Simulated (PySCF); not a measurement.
A structure optimised at PBE-D3(BJ)/def2-SVP, used in a PySCF frequency run:

```xyz
13

Si    -0.3906    -0.4168     0.0000
C     -1.1656     0.3104     1.5601
C     -1.1656     0.3104    -1.5601
C      1.4231    -0.0593     0.0000
C      2.6254     0.1977     0.0000
H     -0.5556    -1.9146     0.0000
H     -2.2522     0.0899     1.5936
H     -0.6972    -0.1139     2.4705
H     -1.0328     1.4109     1.5850
H     -0.6972    -0.1139    -2.4705
H     -1.0328     1.4109    -1.5850
H     -2.2522     0.0899    -1.5936
H      3.6844     0.4209     0.0000
```
Charge 0, spin multiplicity 1.

**Question.** Write its SMILES, formula and point group.

**Answer.** C#C[SiH](C)C, C4H8Si, Cs

**Question.** What are its rotational constants (standard atomic weights)?

**Answer.** 5.2331, 2.7065, 2.0049 GHz
